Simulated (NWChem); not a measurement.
CF₂, singlet; SMILES F[C]F

Program: NWChem. Low-valent species are run as closed-shell singlets; no triplet was tried in these runs. Geometry: optimised at PBE0-D3(BJ)/def2-TZVP. Solvent water, SMD (1 M gas to 1 M solution), gas-phase geometry.

```csv
level,basis functions,solvation free energy (kcal/mol),cavity-dispersion-structure term (kcal/mol),dipole in solution (D),relative time
PBE0/cc-pVDZ,42,3.8,5.5,0.82,1
PBE0/aug-cc-pVDZ,69,3.8,5.5,0.80,2
PBE0/cc-pVTZ,90,3.9,5.5,0.84,3
PBE0/aug-cc-pVTZ,138,3.8,5.5,0.80,10
PBE0/cc-pVQZ,165,3.8,5.5,0.81,20
```

The last column is a rough cost ratio, cheapest run = 1.
